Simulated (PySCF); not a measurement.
diarsenic (As2), SMILES [As]#[As].

Coordinates come from a PBE-D3(BJ)/def2-TZVP optimisation.

Two levels are set side by side: PBE/def2-TZVPD (PySCF) and HF/def2-TZVPD (PySCF). Same geometry, gas phase. Differences are taken from unrounded values.

| quantity | HF | PBE | PBE minus HF |
|---|---|---|---|
| orbital gap (eV) | 9.33 | 3.07 | -6.26 |
| highest occupied level (eV) | -9.20 | -6.50 | 2.70 |
| lowest empty level (eV) | 0.13 | -3.43 | -3.56 |
| mean polarisability (bohr³) | 62.9 | 61.9 | -1.0 |

Without exact exchange PBE keeps part of each electron's self-repulsion, which lifts occupied levels and narrows the gap. Differences between two approximate levels are no errors against the true value.

Rough cost on one machine, each run with all the roots and properties that it gave: HF against PBE about 1/2.
